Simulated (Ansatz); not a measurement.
Basis-set extrapolation for Al₂H₆O₂ (`[OH+]1[AlH2-][OH+][AlH2-]1`) (PBE0-D4/def2-TZVP geometry, frozen core, the Gaussian-basis code of Ansatz). Multiplicity 1, RHF reference.

|  | def2-TZVPP | def2-QZVPP |
| --- | --- | --- |
| HF | -637.315955 | -637.338958 |
| MP2 correlation | -0.665736 | -0.718998 |
| CCSD(T) correlation | -0.721977 | not run |

Energies in hartree. Use E(X) = E(∞) + A·exp(−7.88·√X) for Hartree–Fock and E(X) = E(∞) + B·X^(−2.97) for correlation, with X = 3 and 4, and add CCSD(T) minus MP2 of the smaller set to the MP2 limit.

Q: What is the CCSD(T) energy at the basis-set limit?

A: HF limit: -637.338958 + (-0.023003) × 0.13774 = -637.34213. MP2 limit: -0.718998 + (-0.053262) × 0.74074 = -0.75845. Higher-order term: -0.721977 − (-0.665736) = -0.05624. Total: -638.15682 hartree, 3.24 eV below CCSD(T)/def2-TZVPP.
